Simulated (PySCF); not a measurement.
H2F4Ga2, singlet (PBE0/def2-SVP optimised geometry):

```
8

Ga    -0.222    -0.389     0.000
Ga    -1.856     1.381    -1.743
H     -3.392     1.381    -1.743
F     -1.314    -1.357     0.952
F     -1.037     1.357     0.000
H      1.314    -0.389     0.000
F     -1.041    -0.365    -1.743
F     -0.763     2.349    -2.695
```

Level of theory: PBE0/def2-TZVP run with PySCF 2.14.0.

Problem. What are the frontier orbital energies and the dipole moment?

Solution. HOMO-2 -11.08 eV, HOMO-1 -10.66 eV, HOMO -10.28 eV, LUMO -0.74 eV, LUMO+1 -0.63 eV; dipole moment 0.00 D.

On the same geometry PBE/def2-TZVP run with PySCF gives HOMO-2 -9.05 eV, HOMO-1 -8.88 eV, HOMO -8.65 eV, LUMO -1.77 eV, LUMO+1 -1.45 eV; dipole moment 0.00 D.

Meta-Löwdin charges at PBE0/def2-TZVP: Ga1 1.01, Ga2 1.01, H3 -0.05, F4 -0.50, F5 -0.46, H6 -0.05, F7 -0.46, F8 -0.50.
